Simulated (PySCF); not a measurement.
A GIAO shielding run with PySCF 2.14.0 with density-fitted response routines (density fitting, non-relativistic, gas phase) on `NC(C[Si@H](C(C)C)C)=O`, C$_{6}$H$_{15}$NOSi:

```
$ OMP_NUM_THREADS=1 python probes_run.py task.json out

{"job": {"kind": "nmr", "xc": "PBE0", "basis": "pcSseg-1"}, "charge": 0, "multiplicity": 1}
C     -2.065727     0.024328     1.579820
C     -0.994394    -0.525596     0.639257
C     -1.638647    -1.101959    -0.621636
Si     0.321690     0.799552     0.231420
C     -0.464430     2.384246    -0.466975
C      1.584670     0.163100    -1.064667
C      2.031672    -1.220497    -0.710453
N      3.045040    -1.270892     0.192079
O      1.526453    -2.229612    -1.153360
H     -1.620323     0.413789     2.492663
H     -2.619510     0.828861     1.101004
H     -2.773743    -0.757311     1.851120
H     -0.495572    -1.354314     1.153408
H     -2.395951    -1.838764    -0.356060
H     -0.889527    -1.593801    -1.236550
H     -2.121323    -0.321328    -1.206853
H      1.075339     1.120037     1.465030
H     -1.046958     2.180740    -1.361036
H      0.290218     3.119502    -0.728433
H     -1.127425     2.839969     0.260694
H      1.118229     0.132661    -2.046835
H      2.435982     0.838829    -1.108815
H      3.444048    -0.442785     0.593221
H      3.368454    -2.168991     0.509512
```

Hardware: 1 thread of an Arm Neoverse N1, shared host. The job also computes population analyses, field gradients.

**Question.** How large is the calculation?

**Answer.** 80 electrons, 235 basis functions and 1234 auxiliary functions.

**Question.** How long does it take, and how much memory does it need?

**Answer.** 98 s of wall time, with 14 SCF cycles and 5 response iterations; peak memory 1.1 GiB. Times on a shared host scatter by some tens of per cent.
